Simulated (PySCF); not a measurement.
C5H12N2O.
SMILES: `CC(=O)C(CN)CN`

Method: TDDFT PBE0/def2-SVPD, vertical, gas phase, core orbitals frozen in the response (PySCF 2.14.0, density-fitted response routines). The structure is a single GFN2-xTB conformer in the gas phase; no vibrational or solvent corrections.

| state | E (eV) | λ (nm) | f | main configurations (H = HOMO, L = LUMO) |
| --- | --- | --- | --- | --- |
| S1 | 4.35 | 285.0 | 0.0046 | H-1→L (66%), H→L (20%), H-2→L (13%) |
| S2 | 4.94 | 251.1 | 0.035 | H→L (78%), H-1→L (20%) |
| S3 | 5.74 | 216.0 | 0.023 | H→L+1 (91%) |
| S4 | 6.15 | 201.5 | 0.018 | H-2→L (55%), H→L+2 (24%), H-1→L (10%) |
| S5 | 6.20 | 199.9 | 0.023 | H→L+2 (51%), H-2→L (29%) |
| S6 | 6.53 | 189.8 | 0.017 | H-1→L+1 (46%), H→L+3 (46%) |

Triplets, Tamm–Dancoff:

| state | E (eV) | λ (nm) | main configurations (H = HOMO, L = LUMO) |
| --- | --- | --- | --- |
| T1 | 3.78 | 328.4 | H-1→L (68%), H-2→L (15%), H→L (15%) |
| T2 | 4.72 | 262.4 | H→L (83%), H-1→L (11%) |

The lowest singlet comes at 285 nm (420 kJ/mol) in the ultraviolet; it is very weak; its leading configuration is HOMO-1→LUMO (66%). The strongest level in the table is S2 at 4.94 eV (251 nm, f = 0.035). Löwdin shares by element: HOMO nitrogen 62%, carbon 15% or more (atoms not listed hold the other 23%); LUMO carbon 52% or more, oxygen 32% (atoms not listed hold the other 16%). Weighted by f, the mean energy of these states is 5.71 eV. Of the 6 states listed, 5 reach f = 0.01 and none stays under 0.0005. The listed states span 2.18 eV, and the widest gap between neighbours is 0.80 eV (S2 to S3). Only the lowest 6 singlets were computed, as vertical energies without vibronic structure.
